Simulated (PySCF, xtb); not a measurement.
HfFH3, SMILES [F][HfH3], multiplicity 1.

Harmonic wavenumbers (cm⁻¹) from GFN2-xTB (xtb) at its own minimum, in rising order: 370, 440, 440, 566, 626, 626, 1291, 1291, 1388.

Q: What does PySCF 2.14.0 with PBE-D3(BJ)/def2-TZVP give at its own minimum? (An estimate is asked for; the answer gives what the named calculation found.)

A: 393, 393, 525, 651, 652, 679, 1676, 1676, 1719. Paired by order, the mean absolute difference is 158 cm⁻¹ and the zero-point energies are 10.1 and 12.0 kcal/mol.
